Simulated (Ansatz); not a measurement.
Reaction (formal exchange of groups at a C–C bond): `CCSBCl` + `CC1C=C1` → `CC1=CC1C` + `CSBCl`

Isolated molecules relaxed with PBE0-D4/def2-TZVP in Ansatz; ΔE leaves out vibrations. CBS: MP2 limit from def2 TZ/QZ plus the TZ coupled-cluster correction, frozen cores. Functionals use def2-TZVPP. B3LYP here is the variant with VWN-RPA as its local correlation; programs differ in this. Each species was taken in one conformer, which may not be the lowest.

| level | ΔE (kJ/mol) | difference from CCSD(T)/CBS |
| --- | --- | --- |
| r2SCAN-D4 | -17.7 | -6.3 |
| ωB97X-V | -15.0 | -3.6 |
| ωB97M-V | -14.2 | -2.8 |
| B2PLYP | -17.8 | -6.4 |
| PBE | -21.5 | -10.1 |
| r2SCAN | -18.2 | -6.8 |
| PBE0 | -20.6 | -9.2 |
| B3LYP | -21.6 | -10.2 |
| HF/def2-TZVPP | -20.4 | -9.0 |
| MP2/def2-TZVPP | -13.2 | -1.8 |
| CCSD/def2-TZVPP | -13.6 | -2.2 |
| HF/def2-QZVPP | -20.5 | -9.1 |
| MP2/def2-QZVPP | -12.7 | -1.3 |
| HF/CBS(def2) | -20.5 | -9.1 |
| MP2/CBS(def2) | -12.2 | -0.8 |
| CCSD/CBS(def2) | -12.6 | -1.2 |
| CCSD(T)/CBS | -11.4 | 0 |

Largest T1 diagnostic among the species: 0.013.

The D4 term adds +4.4 kJ/mol with B3LYP and +2.2 kJ/mol with PBE0; it sums over pairs of atoms, weighted by their polarisabilities, and B3LYP, whose exchange is more repulsive, gets the larger term. In def2-TZVPP, CCSD(T) changes the Hartree–Fock value by +8.0 kJ/mol (the triples alone add +1.2 kJ/mol) and MP2 by +7.2 kJ/mol.

CCSD(T)/CBS has its own doubt, a few kJ/mol and more with outer-core shells, so smaller differences from it don't rank the levels.
